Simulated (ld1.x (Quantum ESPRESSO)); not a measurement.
Transferability test, TM potential for lithium

lithium, norm-conserving Troullier–Martins (Kleinman–Bylander form), made with ld1.x (Quantum ESPRESSO) 7.5 (PBE, scalar-relativistic). Core none, reference 1s2 2s0 2p0 (charge +1). Waves: 1s (bound): rc 0.65 bohr; 2p (bound, empty): rc 4.20 bohr; 3d channel at 0.15 Ry: rc 4.40 bohr. Local part: all-electron potential smoothed inside 2.40 bohr (lloc = -1). Core correction: none.

Energies are relative to the spin-unpolarised reference configuration 1s2 2s0 2p0; without spin polarisation the order of configurations can differ from experiment.

```
valence configuration  charge  ΔE all-electron (eV)  error AE − PS (meV)
          1s2 2s1 2p0       0                -5.297                 -154
        1s2 2s0.5 2p0    +0.5                -3.248                 -104
          1s2 2s0 2p1       0                -3.510                  +15
          1s1 2s1 2p0      +1                63.111                 -771
```
